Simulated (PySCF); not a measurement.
Diatomics of C with the chalcogens

r²SCAN with double-zeta basis sets in PySCF, for the lowest determinant that a PBE0 search found; no spin–orbit coupling. De refers to high-spin ground-configuration atoms. A positive dipole means M(−)C(+).

```json
{"M": "O", "basis": "jorge-DZP-DKH", "state (unpaired electrons)": "singlet (closed shell)", "Re (Å)": "1.143", "ωe (cm⁻¹)": "2169", "De (eV)": "10.74", "μ (D)": "-0.15"}
{"M": "S", "basis": "cc-pVDZ/cc-pV(D+d)Z", "state (unpaired electrons)": "singlet (closed shell)", "Re (Å)": "1.549", "ωe (cm⁻¹)": "1304", "De (eV)": "7.23", "μ (D)": "-1.78"}
{"M": "Se", "basis": "def2-SVP", "state (unpaired electrons)": "singlet (closed shell)", "Re (Å)": "1.680", "ωe (cm⁻¹)": "1069", "De (eV)": "6.15", "μ (D)": "-2.10"}
{"M": "Te", "basis": "x2c-SVPall", "state (unpaired electrons)": "singlet (closed shell)", "Re (Å)": "1.899", "ωe (cm⁻¹)": "884", "De (eV)": "4.70", "μ (D)": "-2.59"}
```

The shortest bond is that of CO (1.143 Å), the longest that of TeC (1.899 Å). CO is bound most strongly (10.74 eV) and TeC least (4.70 eV).

The rows differ in basis set, which adds steps of its own.

Relativity is treated differently too: O spin-free X2C; S no relativity; Se no relativity; Te spin-free X2C.

Down a group bonds as a rule get longer and wavenumbers fall, partly through the reduced mass; this series shows no clear exception.

Spin–orbit coupling is left out, which matters for elements this heavy, above all for dissociation energies.
